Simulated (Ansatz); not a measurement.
Job for Ansatz (a program for electronic structure): U-wB97M-V/def2-TZVPP on BH2 (SMILES [BH2]), 2S+1 = 2, atoms moved off the minimum.

Ansatz 0.2 input:
```yaml
crystal:
  periodic: [false, false, false]
  atoms:
    - {symbol: B, position_ang: [-0.00172093, 0.11891637, 0.02753398]}
    - {symbol: H, position_ang: [-1.06167140, -0.38385270, -0.05080315]}
    - {symbol: H, position_ang: [1.06326182, -0.36868416, -0.07077442]}
basis:
  gaussian:
    orbitals: def2-TZVPP
hamiltonian:
  xc: {name: wB97M-V}
magnetization: {spin_polarized: true, initial_magnetization: 1}
output: {forces: true}
```

**Question.** Predict the final total energy.

**Answer.** -25.9109 hartree.
